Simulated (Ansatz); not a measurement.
Relaxation of the cluster Cd₅⁻ with UKS PBE/def2-SVPD.

```sh
$ ansatz run in.yaml --threads 4 --pin off --events-out ev --progress --plain --max-ram 4787MiB
```

```yaml
crystal:
  periodic: [false, false, false]
  atoms:
    - {symbol: Cd, position_ang: [-1.864160, -1.378500, 1.953270]}
    - {symbol: Cd, position_ang: [-0.504470, -2.584430, -0.387620]}
    - {symbol: Cd, position_ang: [0.864960, 0.185840, -1.796250]}
    - {symbol: Cd, position_ang: [2.186790, 2.384620, -0.429720]}
    - {symbol: Cd, position_ang: [-0.683120, 1.392480, 0.660310]}
basis:
  gaussian: {orbitals: def2-SVPD}
total_charge: -1
magnetization: {spin_polarized: true, initial_magnetization: 1}
hamiltonian: {xc: pbe}
scf: {lower_state_search: "off"}
output: {orbitals: {seedname: orbitals}}
relax: {f_tol: 0.02, max_steps: 100}
```

Run time 70 s (4 threads of Intel Xeon on a shared host).

Positions (Å) and forces (eV/Å) at steps 1, 2, 3, 4, 7, 9 of 9:

```xyz
5
step=1 energy=-22824.3727 eV
Cd   -1.864   -1.379    1.953   -0.090    0.131    0.178
Cd   -0.504   -2.584   -0.388    0.138    0.011   -0.204
Cd    0.865    0.186   -1.796   -0.144   -0.248   -0.102
Cd    2.187    2.385   -0.430   -0.023    0.135    0.182
Cd   -0.683    1.392    0.660    0.119   -0.028   -0.055
5
step=2 energy=-22824.4055 eV
Cd   -1.870   -1.354    1.985   -0.059    0.092    0.124
Cd   -0.488   -2.556   -0.402    0.095    0.034   -0.139
Cd    0.856    0.163   -1.834   -0.084   -0.157   -0.063
Cd    2.166    2.385   -0.388   -0.044    0.067    0.121
Cd   -0.663    1.362    0.640    0.093   -0.036   -0.044
5
step=3 energy=-22824.4642 eV
Cd   -1.907   -1.298    2.122   -0.001    0.021    0.019
Cd   -0.452   -2.373   -0.430   -0.010    0.069    0.008
Cd    0.887    0.116   -1.979    0.015    0.001   -0.018
Cd    2.072    2.359   -0.275    0.033    0.027   -0.002
Cd   -0.600    1.195    0.561   -0.037   -0.118   -0.008
5
step=4 energy=-22824.5046 eV
Cd   -1.927   -1.288    2.232    0.010    0.006    0.000
Cd   -0.496   -2.215   -0.433   -0.038    0.062    0.042
Cd    0.970    0.106   -2.055    0.034    0.022   -0.025
Cd    2.033    2.389   -0.240    0.042    0.037   -0.011
Cd   -0.580    1.007    0.496   -0.048   -0.127   -0.006
5
step=7 energy=-22824.5315 eV
Cd   -1.830   -1.280    2.350    0.004   -0.005   -0.004
Cd   -0.744   -2.122   -0.517   -0.016   -0.017    0.010
Cd    1.177    0.043   -2.026    0.015    0.008   -0.008
Cd    1.956    2.535   -0.231    0.008    0.007   -0.004
Cd   -0.558    0.823    0.424   -0.011    0.008    0.006
5
step=9 energy=-22824.5325 eV
Cd   -1.781   -1.287    2.362    0.001   -0.001    0.000
Cd   -0.818   -2.127   -0.539    0.001    0.003    0.000
Cd    1.231    0.026   -1.996    0.000    0.000    0.002
Cd    1.939    2.564   -0.233    0.001   -0.002   -0.001
Cd   -0.571    0.824    0.406   -0.003    0.000    0.000
```

In the def2 sets Cd takes a core potential; there is no spin–orbit coupling. The highest occupied level of the charge -1 doublet lies above zero (up to 0.63 eV). The electron is either unbound and held by the finite basis, or the level is raised by self-interaction error. The structure comes from a short search, and lower isomers may exist.
